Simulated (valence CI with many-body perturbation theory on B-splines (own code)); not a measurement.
Xe48+: calculated level list

Method: valence CI with perturbative core correlation (CI+MBPT): four valence electrons over a frozen Dirac-Fock core [He], a basis of 11 s, 11 p, 10 d, 8 f, 5 g, 2 h functions for each j, with the one-electron correlation potential Σ1 (screened to all orders), the two-electron term Σ2, the three-electron term Σ3, Breit, model QED; selected single and double excitations, second order for the rest, scaled by the run's own slope (own B-spline code, finite nucleus).

The last digits are not significant, and no measured levels were compared; by estimate large intervals hold to a few tenths of a per cent, small ones and those within an open d or f shell to about a per cent. Among the levels kept, up to 880 cm⁻¹ of a level comes from second order outside the variational space, and about a tenth of that is noise between levels of different J, which matters for small intervals.

Levels 91 to 135 of 208, with energies above the lowest level, (2s^2 2p1/2^2) J=0. "Leading %" is the weight of the configuration and term that name the level; weights of strongly mixed levels are sums over their largest components and can fall short, so below about 35 % the name and the second component can differ from the true leading terms, or belong to a minority configuration. In the jj column 3d3/2^4 stands for four electrons in 3d with j = 3/2. Lifetimes count E1, E2, E3, M1 and M2 decay at the calculated energies, and are blank where another channel may lead or the interval is too uncertain; long ones can be off by a factor of two.

| No. | Configuration | Term | J | E (eV) | Leading % | Lifetime | Leading jj | g |
| --- | --- | --- | --- | --- | --- | --- | --- | --- |
| 91 | 2s 2p2 3p | 3P° | 0 | 5771.9 | 82 | 302 fs | 2s 2p1/2 2p3/2 3p3/2 (99 %) |  |
| 92 | 2s 2p2 3p | 1D° | 2 | 5772.2 | 38 | 16.8 fs | 2s 2p1/2 2p3/2 3p3/2 (95 %) | 1.133 |
| 93 | 2s 2p2 3d | 5D | 2 | 5772.8 | 27 | 3.62 fs | 2s 2p1/2 2p3/2 3d5/2 (93 %) | 1.257 |
| 94 | 2s 2p2 3d | 5P | 2 | 5775.8 | 30 | 1.82 fs | 2s 2p1/2 2p3/2 3d3/2 (92 %) | 1.377 |
| 95 | 2s 2p2 3p | 3P° | 1 | 5778.8 | 52 | 136 fs | 2s 2p1/2 2p3/2 3p3/2 (98 %) | 1.204 |
| 96 | 2s 2p2 3d | 5P | 1 | 5779.2 | 34 | 1.64 fs | 2s 2p1/2 2p3/2 3d3/2 (92 %) | 1.811 |
| 97 | 2s 2p2 3d | 3F | 3 | 5782.8 | 46 | 1.72 fs | 2s 2p1/2 2p3/2 3d5/2 (67 %) | 1.244 |
| 98 | 2s 2p2 3d | 3D | 1 | 5785.8 | 33 | 3.15 fs | 2s 2p1/2 2p3/2 3d5/2 (90 %) | 1.069 |
| 99 | 2s 2p2 3d | 3G | 5 | 5787.1 | 56 | 57.4 ps | 2s 2p1/2 2p3/2 3d5/2 (99 %) | 1.275 |
| 100 | 2p3 3s | 3P° | 2 | 5791.9 | 35 | 21.5 fs | 2p1/2^2 2p3/2 3s (76 %) | 1.467 |
| 101 | 2p3 3s | 1P° | 1 | 5799.5 | 23 | 14.2 fs | 2p1/2^2 2p3/2 3s (78 %) | 1.209 |
| 102 | 2s 2p2 3d | 3F | 2 | 5801.1 | 45 | 7.76 fs | 2s 2p1/2 2p3/2 3d5/2 (59 %) | 1.082 |
| 103 | 2s 2p2 3d | 3D | 3 | 5805.4 | 52 | 2.95 fs | 2s 2p1/2 2p3/2 3d5/2 (90 %) | 1.235 |
| 104 | 2s 2p2 3d | 3F | 4 | 5811.5 | 54 | 1.96 fs | 2s 2p1/2 2p3/2 3d5/2 (88 %) | 1.192 |
| 105 | 2s 2p2 3d | 3G | 3 | 5814.6 | 52 | 13.2 fs | 2s 2p1/2 2p3/2 3d3/2 (95 %) | 0.913 |
| 106 | 2s 2p2 3d | 3D | 1 | 5815.2 | 60 | 2.27 fs | 2s 2p1/2 2p3/2 3d5/2 (81 %) | 0.866 |
| 107 | 2s 2p2 3d | 3D | 1 | 5821.2 | 58 | 8.28 fs | 2s 2p1/2 2p3/2 3d3/2 (91 %) | 0.675 |
| 108 | 2s 2p2 3d | 3F | 2 | 5822.3 | 37 | 2.84 fs | 2s 2p1/2 2p3/2 3d3/2 (61 %) | 0.971 |
| 109 | 2s 2p2 3d | 3P | 0 | 5822.5 | 78 | 2.03 fs | 2s 2p1/2 2p3/2 3d5/2 (92 %) |  |
| 110 | 2s 2p2 3d | 1D | 2 | 5828.2 | 35 | 1.88 fs | 2s 2p1/2 2p3/2 3d3/2 (64 %) | 1.031 |
| 111 | 2s 2p2 3d | 1P | 1 | 5835.1 | 35 | 2.27 fs | 2s 2p1/2 2p3/2 3d3/2 (53 %) | 1.173 |
| 112 | 2s 2p2 3d | 3P | 0 | 5841.2 | 59 | 2.00 fs | 2s 2p1/2 2p3/2 3d3/2 (93 %) |  |
| 113 | 2p3 3p | 5P | 1 | 5843.3 | 15 | 7.27 fs | 2p1/2^2 2p3/2 3p1/2 (63 %) | 1.311 |
| 114 | 2s 2p2 3d | 3D | 3 | 5844.5 | 42 | 8.34 fs | 2s 2p1/2 2p3/2 3d5/2 (96 %) | 1.222 |
| 115 | 2p3 3p | 3D | 2 | 5846.9 | 15 | 15.6 fs | 2p1/2^2 2p3/2 3p1/2 (63 %) | 1.151 |
| 116 | 2s 2p2 3d | 3F | 4 | 5848.0 | 41 | 8.04 fs | 2s 2p1/2 2p3/2 3d5/2 (99 %) | 1.113 |
| 117 | 2s 2p2 3d | 3P | 2 | 5857.6 | 44 | 1.63 fs | 2s 2p1/2 2p3/2 3d5/2 (93 %) | 1.192 |
| 118 | 2s 2p2 3d | 1F | 3 | 5858.2 | 42 | 1.82 fs | 2s 2p1/2 2p3/2 3d5/2 (97 %) | 1.067 |
| 119 | 2s 2p2 3d | 3P | 1 | 5858.3 | 48 | 2.45 fs | 2s 2p1/2 2p3/2 3d5/2 (96 %) | 1.461 |
| 120 | 2s 2p2 3d | 3D | 2 | 5860.7 | 48 | 2.64 fs | 2s 2p1/2 2p3/2 3d5/2 (97 %) | 1.139 |
| 121 | 2s 2p2 3s | 5P | 3 | 5889.1 | 55 | 62.0 fs | 2s 2p3/2^2 3s (97 %) | 1.501 |
| 122 | 2s 2p2 3s | 3P | 2 | 5906.7 | 51 | 15.2 fs | 2s 2p3/2^2 3s (98 %) | 1.327 |
| 123 | 2p3 3p | 3D | 3 | 5940.1 | 46 | 9.75 fs | 2p1/2^2 2p3/2 3p3/2 (96 %) | 1.344 |
| 124 | 2p3 3p | 3P | 1 | 5940.2 | 36 | 8.50 fs | 2p1/2^2 2p3/2 3p3/2 (96 %) | 1.378 |
| 125 | 2p3 3p | 3P | 2 | 5958.8 | 40 | 8.67 fs | 2p1/2^2 2p3/2 3p3/2 (93 %) | 1.323 |
| 126 | 2s 2p2 3p | 3P° | 2 | 5960.5 | 28 | 25.0 fs | 2s 2p3/2^2 3p1/2 (98 %) | 1.539 |
| 127 | 2s 2p2 3p | 3D° | 3 | 5963.9 | 44 | 10.0 fs | 2s 2p3/2^2 3p1/2 (98 %) | 1.292 |
| 128 | 2s 2p2 3s | 3S | 1 | 5965.2 | 67 | 22.5 fs | 2s 2p3/2^2 3s (98 %) | 1.920 |
| 129 | 2s 2p2 3s | 1P | 1 | 5970.5 | 47 | 11.8 fs | 2s 2p3/2^2 3s (97 %) | 1.002 |
| 130 | 2s 2p2 3s | 3P | 2 | 5972.3 | 63 | 46.0 fs | 2s 2p3/2^2 3s (94 %) | 1.374 |
| 131 | 2p3 3p | 3P | 0 | 5976.8 | 71 | 9.37 fs | 2p1/2^2 2p3/2 3p3/2 (93 %) |  |
| 132 | 2s 2p2 3s | 1S | 0 | 5984.8 | 66 | 28.4 fs | 2s 2p3/2^2 3s (95 %) |  |
| 133 | 2p3 3d | 3D° | 2 | 5991.7 | 32 | 37.1 fs | 2p1/2^2 2p3/2 3d3/2 (96 %) | 1.034 |
| 134 | 2p3 3d | 3F° | 3 | 5997.1 | 27 | 186 fs | 2p1/2^2 2p3/2 3d3/2 (93 %) | 1.119 |
| 135 | 2p3 3d | 3D° | 1 | 6000.2 | 31 | 9.46 fs | 2p1/2^2 2p3/2 3d3/2 (97 %) | 1.128 |
